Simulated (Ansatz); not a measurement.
AuCl4 (SMILES [Cl][Au-]([Cl])([Cl])[Cl]), charge -1, singlet, geometry from GFN2-xTB (such geometries of metal compounds can be far from the true shape) (core potentials on Au) (a gas-phase anion, which may not be bound at this level); PBE0/def2-SVP (Ansatz, a first-principles code).

Input for Ansatz:
Ansatz 0.2 input:
```yaml
crystal:
  periodic: [false, false, false]
  atoms:
    - {symbol: Au, position_ang: [-0.00000000, 0.00000000, -0.00000000]}
    - {symbol: Cl, position_ang: [2.10237282, -0.85465654, 0.00310144]}
    - {symbol: Cl, position_ang: [0.85465979, 2.10237254, -0.00228057]}
    - {symbol: Cl, position_ang: [-2.10237282, 0.85465654, -0.00310144]}
    - {symbol: Cl, position_ang: [-0.85465979, -2.10237254, 0.00228057]}
basis:
  gaussian:
    orbitals: def2-SVP
hamiltonian:
  xc: pbe0
total_charge: -1
```

### Question
What does Ansatz print? Leave out banner, timings and long lists.

### Answer

```
Functional definition: PBE0
966 factors; integrals over basis functions are off by at most 7.3e-4 eV
mean field evaluation 1: about -53750.7450 eV, gradient 5.1e1 eV
mean field evaluation 2: about -53739.1635 eV, gradient 8.6e1 eV
mean field evaluation 4: about -53756.5360 eV, gradient 6.3e-1 eV
mean field evaluation 8: about -53756.8315 eV, gradient 1.2e-2 eV
mean field -53756.83148533 eV, -1975.5271193969 hartree, gradient 4.8e-5 eV, S^2 0.000000; 0 other end points of the search recorded, 0 dependent functions left out
reference -53756.83151528 eV, -1975.5271204973 hartree; 44, 44 occupied and 60, 60 virtual orbitals, 966 factors
Total energy: -53756.83151528 eV, -1975.5271204973 hartree
```
